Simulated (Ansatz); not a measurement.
The first iterations of a band of C$_{2}$H$_{6}$ClFOSi (12 atoms, charge 0, multiplicity 1).

Theory: RKS PBE0-D4/def2-SVP in Ansatz.

| Item | Value |
| --- | --- |
| movable images | 2 |
| climbing image | no |
| spring | 5.0 eV/Å² |
| optimiser | quadratic models (default) |
| start path | through a guess of the saddle point |
| force threshold | 0.03 eV/Å |
| iteration limit | 60 |
| end points | relaxed |

Image 0:

```xyz
12
Properties=species:S:1:pos:R:3
O -1.414 -1.154 0.632
C -0.044 -1.378 0.380
Si 0.782 0.321 0.459
C -0.129 1.409 -0.821
F -0.019 0.839 -2.056
Cl 0.583 3.050 -0.847
H -1.891 -1.983 0.525
H 0.141 -1.802 -0.628
H 0.422 -2.071 1.109
H 2.218 0.235 0.068
H 0.626 0.942 1.805
H -1.199 1.537 -0.594
```

Image 3:

```xyz
12
Properties=species:S:1:pos:R:3
O -1.444 -1.398 0.417
C -0.042 -1.467 0.226
Si 0.715 0.258 0.444
C -0.111 1.368 -0.873
F 0.196 0.896 -2.115
Cl 0.472 3.052 -0.705
H -1.612 -1.243 1.353
H 0.125 -1.787 -0.816
H 0.442 -2.234 0.862
H 2.191 0.296 0.233
H 0.351 0.797 1.789
H -1.207 1.408 -0.780
```

| iteration | highest image above the first end (eV) | largest band force component (eV/Å) |
| --- | --- | --- |
| 1 | 0.834 | 9.051 |
| 2 | 0.099 | 1.045 |

**Question.** Does the band converge within its limit, and where does its top end?

**Answer.** It converged. It ended after 7 iterations with the highest image 0.056 eV above the first end. No image climbed, so the highest image needn't sit at the top of the path. So few images can step over the top or miss a turn of the path.

Run time: 53 s on 2 threads of Arm Neoverse V2 (shared host), peak memory 0.3 GiB.
